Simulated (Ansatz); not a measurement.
F2H4OSi2 can be A, `F[SiH2]O[SiH2]F`, or B, `O[SiH2][SiH](F)F`.

Gas-phase electronic energies from Ansatz, PBE0-D4/def2-TZVP geometries. CCSD(T)/CBS adds triple-zeta CCSD(T) − MP2 to the extrapolated MP2 energy (def2 sets, frozen cores). DFT in def2-TZVPP. B3LYP here is the variant with VWN-RPA as its local correlation; programs differ in this. Each species was taken in one conformer, which may not be the lowest.

Task: Which isomer does CCSD(T)/CBS put lower? Give the gap. (Best estimate.)

Result: Computed: A, by 155.9 kJ/mol.

Task: Give E(B) − E(A) in kJ/mol with r2SCAN-D4, MP2/def2-TZVPP, CCSD/def2-TZVPP, B2PLYP, B3LYP-D4, PBE0-D4, HF/def2-TZVPP. (Estimate.)

Result: Ansatz gave: r2SCAN-D4 146.9, MP2/def2-TZVPP 164.6, CCSD/def2-TZVPP 160.6, B2PLYP 158.0, B3LYP-D4 150.5, PBE0-D4 135.2, HF/def2-TZVPP 182.1. None reverses the order clearly.

Largest T1 diagnostic: 0.012.

From PBE to PBE0 (25 % exact exchange), in def2-TZVPP and without D4, E(B) − E(A) moves by +12.1 kJ/mol. In def2-TZVPP, CCSD(T) changes the Hartree–Fock value by −25.1 kJ/mol (the triples alone add −3.6 kJ/mol) and MP2 by −17.4 kJ/mol.
